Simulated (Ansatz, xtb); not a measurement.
# CH9ClOSi3: which of two isomers lies lower

We compare X, `CO[SiH](Cl)[SiH2][SiH3]`, a singlet, with Y, `CO[SiH2][SiH2][SiH2]Cl`, a singlet. Both are isolated molecules in the gas phase, relaxed with PBE-D3(BJ)/def2-SVP, each in the lowest conformer that the search found.

Task: Estimate which is lower in electronic energy at CCSD(T)/def2-SVP + ΔMP2/def2-TZVPP, and by roughly how much.

Result: The CCSD(T)/def2-SVP + ΔMP2/def2-TZVPP calculation puts structure X lower, by 23.1 kJ/mol.

The same difference at several levels:

```
                             level             geometry  E(Y) − E(X) (kJ/mol)  departure from the last row (kJ/mol)  job, with rough time for the two
               PBE-D3(BJ)/def2-SVP  PBE-D3(BJ)/def2-SVP                   +23.8                                  +0.7             optimisation, 6.3 min
                       HF/def2-SVP  PBE-D3(BJ)/def2-SVP                   +20.3                                  −2.9           part of the CCSD(T) run
                      MP2/def2-SVP  PBE-D3(BJ)/def2-SVP                   +22.7                                  −0.4           part of the CCSD(T) run
                  CCSD(T)/def2-SVP  PBE-D3(BJ)/def2-SVP                   +22.3                                  −0.9                      single point
CCSD(T)/def2-SVP + ΔMP2/def2-TZVPP  PBE-D3(BJ)/def2-SVP                   +23.1                                                   single point, 3.5 min
```

As drawn, both hold the same kinds of bond in the same numbers.

The levels shown agree on the order. The largest departure from CCSD(T)/def2-SVP + ΔMP2/def2-TZVPP is that of HF/def2-SVP, 2.9 kJ/mol. No reliable frequencies are at hand for Y, so it isn't confirmed as a minimum. Levels run at GFN2-xTB geometries aren't shown. The last row adds to CCSD(T) the change of the MP2 difference between the two basis sets, here +0.9 kJ/mol.

The correlated steps freeze 22 core orbitals. Run with Ansatz 0.2.0, xtb 6.7.1; the last row on 2 threads of Intel(R) Xeon(R) Processor @ 2.50GHz (Skylake/Cascade Lake) on a shared host.
